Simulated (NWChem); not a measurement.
System: SnH₂S, singlet; SMILES [SH][SnH]

Excerpt of the output:

```
             Northwest Computational Chemistry Package (NWChem) 7.3.0
             --------------------------------------------------------

 CS  symmetry detected

                             Geometry "geometry" -> ""
                             -------------------------

 Output coordinates in angstroms (scale by  1.889725989 to convert to a.u.)

  No.       Tag          Charge          X              Y              Z
 ---- ---------------- ---------- -------------- -------------- --------------
    1 Sn                  50.0000     0.02130142     0.61164816     0.00000000
    2 H                    1.0000    -1.75699221     0.61307822     0.00000000
    3 S                   16.0000    -0.03824908    -1.82534563     0.00000000
    4 H                    1.0000     1.30390665    -1.98995596     0.00000000

 Effective nuclear repulsion energy (a.u.)     206.8948608541

      Symmetry information
      --------------------

 Group name             Cs
 Group number              2
 Group order               2
 No. of unique centers     4

                                 NWChem DFT Module
                                 -----------------

 Summary of "ao basis" -> "ao basis" (spherical)
 ------------------------------------------------------------------------------
       Tag                 Description            Shells   Functions and Types
 ---------------- ------------------------------  ------  ---------------------
 Sn                         def2-svp                10       26   4s4p2d
 H                          def2-svp                 3        5   2s1p
 S                          def2-svp                 8       18   4s3p1d

      Symmetry analysis of basis
      --------------------------

        a'         39
        a"         15

            General Information
            -------------------
          SCF calculation type: DFT
          Wavefunction type:  closed shell.
          No. of atoms     :     4
          No. of electrons :    40
           Alpha electrons :    20
            Beta electrons :    20
          Charge           :     0
          Spin multiplicity:     1
          Use of symmetry is: on ; symmetry adaption is: on
          Maximum number of iterations: 150
          AO basis - number of functions:    54
                     number of shells:    24
          Convergence on energy requested:  1.00D-06
          Convergence on density requested:  1.00D-05
          Convergence on gradient requested:  5.00D-04

              XC Information
              --------------
                         MN15 Method XC Functional
                     Hartree-Fock (Exact) Exchange  0.440
                          MN15 Exchange Functional  1.000
                        MN15 Correlation Potential  1.000

             Grid Information
             ----------------
          Grid used for XC integration:  medium
          Radial quadrature: Mura-Knowles
          Angular quadrature: Lebedev.
          Tag              B.-S. Rad. Rad. Pts. Rad. Cut. Ang. Pts.
          ---              ---------- --------- --------- ---------
          Sn                  1.45      123           9.0       590
          H                   0.35       45          11.0       434
          S                   1.00       88           9.0       590
          Grid pruning is: on
          Number of quadrature shells:   301
          Spatial weights used:  Erf1

      Superposition of Atomic Density Guess
      -------------------------------------

 Sum of atomic energies:        -647.44161948

      Non-variational initial energy
      ------------------------------

 Total energy =    -611.807005
 1-e energy   =   -1118.240581
 2-e energy   =     410.230332
 HOMO         =      -0.234021
 LUMO         =      -0.059127

      Symmetry analysis of molecular orbitals - initial
      -------------------------------------------------

  Numbering of irreducible representations:

     1 a'          2 a"

  Orbital symmetries:

     1 a'          2 a'          3 a'          4 a'          5 a"
     6 a'          7 a'          8 a'          9 a"         10 a'
    11 a'         12 a'         13 a"         14 a"         15 a'
    16 a'         17 a'         18 a'         19 a"         20 a'
    21 a"         22 a'         23 a'         24 a'         25 a'
    26 a'         27 a'         28 a"         29 a'         30 a"

     ---------------------------------------------
      Total Density - Mulliken Population Analysis
     ---------------------------------------------

    Atom       Charge   Shell Charges
 -----------   ------   -------------------------------------------------------
    1 Sn  22    21.32   1.60  0.43  1.19  0.66  3.27  2.73  0.78  0.61  9.77  0.30
    2 H    1     1.25   0.70  0.55  0.01
    3 S   16    16.62   2.00  1.99  1.21  0.65  5.94  1.83  2.97  0.02
    4 H    1     0.80   0.58  0.19  0.03

   convergence    iter        energy       DeltaE   RMS-Dens  Diis-err
 ---------------- ----- ----------------- --------- --------- ---------
 d= 0,ls=0.0,diis     1   -612.9267122203 -7.09D+02  1.71D-02  4.55D-01
 d= 0,ls=0.0,diis     2   -612.9522175604 -2.55D-02  9.18D-03  1.00D-01
 d= 0,ls=0.0,diis     3   -612.9630186484 -1.08D-02  4.12D-03  4.57D-02
 d= 0,ls=0.0,diis     4   -612.9709158381 -7.90D-03  3.72D-04  4.33D-04
 d= 0,ls=0.0,diis     5   -612.9709704444 -5.46D-05  1.22D-04  2.82D-05
  Resetting Diis
 d= 0,ls=0.0,diis     6   -612.9709759853 -5.54D-06  2.58D-05  1.15D-06
 d= 0,ls=0.0,diis     7   -612.9709762418 -2.56D-07  5.76D-06  3.57D-08

         Total DFT energy =     -612.970976241766
      One electron energy =    -1118.946760174016
           Coulomb energy =      453.566031392905
    Exchange-Corr. energy =      -43.793491628740
 Nuclear repulsion energy =       96.203244168085

 Numeric. integr. density =       40.000014192278

                  Occupations of the irreducible representations
                  ----------------------------------------------

                     irrep           alpha         beta
                     --------     --------     --------
                     a'               15.0         15.0
                     a"                5.0          5.0

                       DFT Final Molecular Orbital Analysis
                       ------------------------------------

 Vector   18  Occ=2.000000D+00  E=-3.296046D-01  Symmetry=a'
              MO Center= -4.7D-01, -5.7D-01, -1.3D-16, r^2= 3.6D+00
   Bfn.  Coefficient  Atom+Function         Bfn.  Coefficient  Atom+Function
  ----- ------------  ---------------      ----- ------------  ---------------
    43      0.392453  3 S  py                40      0.328065  3 S  py
    27     -0.274445  2 H  s                 11      0.228855  1 Sn px
    12     -0.222043  1 Sn py                37      0.183445  3 S  py
    28     -0.165819  2 H  s                 14      0.139030  1 Sn px
    21      0.110822  1 Sn d  2              15     -0.090018  1 Sn py

 Vector   19  Occ=2.000000D+00  E=-2.989479D-01  Symmetry=a"
              MO Center= -1.2D-02, -1.6D+00, -1.4D-15, r^2= 2.0D+00
   Bfn.  Coefficient  Atom+Function         Bfn.  Coefficient  Atom+Function
  ----- ------------  ---------------      ----- ------------  ---------------
    44      0.590454  3 S  pz                41      0.438421  3 S  pz
    38      0.246283  3 S  pz                13      0.158347  1 Sn pz
    16      0.147933  1 Sn pz                18      0.057530  1 Sn d -1
    10     -0.056020  1 Sn pz                 7     -0.053263  1 Sn pz
    23     -0.050671  1 Sn d -1              46      0.025644  3 S  d -1

 Vector   20  Occ=2.000000D+00  E=-2.695474D-01  Symmetry=a'
              MO Center= -7.9D-02,  2.7D-01,  5.9D-16, r^2= 4.0D+00
   Bfn.  Coefficient  Atom+Function         Bfn.  Coefficient  Atom+Function
  ----- ------------  ---------------      ----- ------------  ---------------
     3      0.396352  1 Sn s                 11      0.298615  1 Sn px
     4      0.295719  1 Sn s                 43     -0.287546  3 S  py
    27     -0.259812  2 H  s                 28     -0.216907  2 H  s
    40     -0.214441  3 S  py                12      0.211028  1 Sn py
    14      0.190684  1 Sn px                 2     -0.156863  1 Sn s

 Vector   21  Occ=0.000000D+00  E=-8.290553D-02  Symmetry=a"
              MO Center= -2.0D-04,  4.0D-01, -2.7D-14, r^2= 3.8D+00
   Bfn.  Coefficient  Atom+Function         Bfn.  Coefficient  Atom+Function
  ----- ------------  ---------------      ----- ------------  ---------------
    16      0.586826  1 Sn pz                13      0.527832  1 Sn pz
    44     -0.313224  3 S  pz                41     -0.181514  3 S  pz
    10     -0.172880  1 Sn pz                 7     -0.162985  1 Sn pz
    38     -0.101598  3 S  pz                46      0.027113  3 S  d -1

 Vector   22  Occ=0.000000D+00  E= 7.238021D-03  Symmetry=a'
              MO Center=  9.9D-02,  5.0D-01,  6.4D-16, r^2= 4.9D+00
   Bfn.  Coefficient  Atom+Function         Bfn.  Coefficient  Atom+Function
  ----- ------------  ---------------      ----- ------------  ---------------
    15      0.845501  1 Sn py                43      0.496690  3 S  py
    35      0.489489  3 S  s                 14     -0.381535  1 Sn px
    12      0.362879  1 Sn py                28     -0.324994  2 H  s
    40      0.202727  3 S  py                34      0.175252  3 S  s
    11     -0.156294  1 Sn px                 3     -0.132264  1 Sn s

 Vector   23  Occ=0.000000D+00  E= 6.302894D-02  Symmetry=a'
              MO Center=  2.0D-01,  2.1D-01, -9.0D-15, r^2= 5.4D+00
   Bfn.  Coefficient  Atom+Function         Bfn.  Coefficient  Atom+Function
  ----- ------------  ---------------      ----- ------------  ---------------
    28      1.003828  2 H  s                 14      0.911941  1 Sn px
     3     -0.784034  1 Sn s                 42     -0.432082  3 S  px
    51      0.412667  4 H  s                 15      0.340999  1 Sn py
    43      0.323709  3 S  py                11      0.262988  1 Sn px
     2      0.205250  1 Sn s                 27      0.185373  2 H  s

     ---------------------------------------------
      Total Density - Mulliken Population Analysis
     ---------------------------------------------

    Atom       Charge   Shell Charges
 -----------   ------   -------------------------------------------------------
    1 Sn  22    21.71   1.59  0.43  1.35  0.50  3.26  2.71  1.10  0.67  9.68  0.42
    2 H    1     1.12   0.70  0.42  0.01
    3 S   16    16.23   2.00  1.97  1.22  0.66  5.93  1.87  2.55  0.04
    4 H    1     0.94   0.72  0.19  0.03

     -------------------------------------------
      Total Density - Lowdin Population Analysis
     -------------------------------------------

    Atom       Charge   Shell Charges
 -----------   ------   -------------------------------------------------------
    1 Sn  22    21.84   1.19  0.79  1.05  0.71  3.02  2.79  1.17  0.94  9.41  0.76
    2 H    1     1.13   0.62  0.48  0.02
    3 S   16    16.00   2.00  1.95  0.98  0.71  5.81  1.93  2.58  0.05
    4 H    1     1.03   0.63  0.32  0.08

     Multipole analysis of the density
     ---------------------------------

     L   x y z        total         alpha         beta         nuclear
     -   - - -        -----         -----         ----         -------
     0   0 0 0     -0.000000    -20.000000    -20.000000     40.000000

     1   1 0 0      0.539906      0.833507      0.833507     -1.127108
     1   0 1 0      0.528151     16.445939     16.445939    -32.363728
     1   0 0 1     -0.000000     -0.000000     -0.000000      0.000000

     2   2 0 0    -29.973836    -23.594227    -23.594227     17.214618
     2   1 1 0     -2.005336      3.047220      3.047220     -8.099775
     2   1 0 1      0.000000      0.000000      0.000000      0.000000
     2   0 2 0    -30.678743   -132.963932   -132.963932    235.249121
     2   0 1 1      0.000000      0.000000      0.000000      0.000000
     2   0 0 2    -27.790780    -13.895390    -13.895390      0.000000

            General Information
            -------------------
          SCF calculation type: DFT
          Wavefunction type:  closed shell.
          No. of atoms     :     4
          No. of electrons :    40
           Alpha electrons :    20
            Beta electrons :    20
          Charge           :     0
          Spin multiplicity:     1
          Use of symmetry is: on ; symmetry adaption is: on
          Maximum number of iterations: 150
          AO basis - number of functions:    54
                     number of shells:    24
          Convergence on energy requested:  1.00D-06
          Convergence on density requested:  1.00D-05
          Convergence on gradient requested:  5.00D-04

              XC Information
              --------------
                         MN15 Method XC Functional
                     Hartree-Fock (Exact) Exchange  0.440
                          MN15 Exchange Functional  1.000
                        MN15 Correlation Potential  1.000

             Grid Information
             ----------------
          Grid used for XC integration:  medium
          Radial quadrature: Mura-Knowles
          Angular quadrature: Lebedev.
          Tag              B.-S. Rad. Rad. Pts. Rad. Cut. Ang. Pts.
          ---              ---------- --------- --------- ---------
          Sn                  1.45      123           9.0       590
          H                   0.35       45          11.0       434
          S                   1.00       88           9.0       590
          Grid pruning is: on
          Number of quadrature shells:   301
          Spatial weights used:  Erf1

          Convergence Information
          -----------------------
          Convergence aids based upon iterative change in
          total energy or number of iterations.
          Levelshifting, if invoked, occurs when the
          HOMO/LUMO gap drops below (HL_TOL):  1.00D-02
          DIIS, if invoked, will attempt to extrapolate
          using up to (NFOCK): 10 stored Fock matrices.

                    Damping( 0%)  Levelshifting(0.5)       DIIS
                  --------------- ------------------- ---------------
          dE  on:    start            ASAP                start
          dE off:    2 iters        150 iters           150 iters

                            NWChem DFT Gradient Module
                            --------------------------

  charge          =   0.00
  wavefunction    = closed shell

  Using symmetry

                         DFT ENERGY GRADIENTS

    atom               coordinates                        gradient
                 x          y          z           x          y          z
   1 Sn      0.040254   1.155847   0.000000    0.000693   0.002827   0.000000
   2 H      -3.320234   1.158550   0.000000   -0.000673   0.000119   0.000000
   3 S      -0.072280  -3.449403   0.000000   -0.005090  -0.002393   0.000000
   4 H       2.464026  -3.760471   0.000000    0.005070  -0.000553   0.000000
```

Level: MN15/def2-SVP with def2 effective core potentials on Sn. Low-valent species are run as closed-shell singlets; no triplet was tried in these runs. Structure relaxed at the PBE0/def2-SVP level. def2 effective core potentials on Sn; no spin-orbit coupling.

**Question.** Reconstruct the input file.

**Answer.** This is not unique; one that fits is the input that was run:
```
start job
memory heap 200 mb stack 900 mb global 1100 mb
geometry units angstroms noautoz
  Sn     0.020811     0.626688     0.000000
  H     -1.757320     0.650780     0.000000
  S     -0.069791    -1.809349     0.000000
  H      1.270158    -1.991050     0.000000
end
basis spherical
  Sn library def2-svp
  H library def2-svp
  S library def2-svp
end
ecp
  Sn library def2-ecp
end
dft
  xc mn15
  iterations 150
  mulliken
end
task dft gradient
```
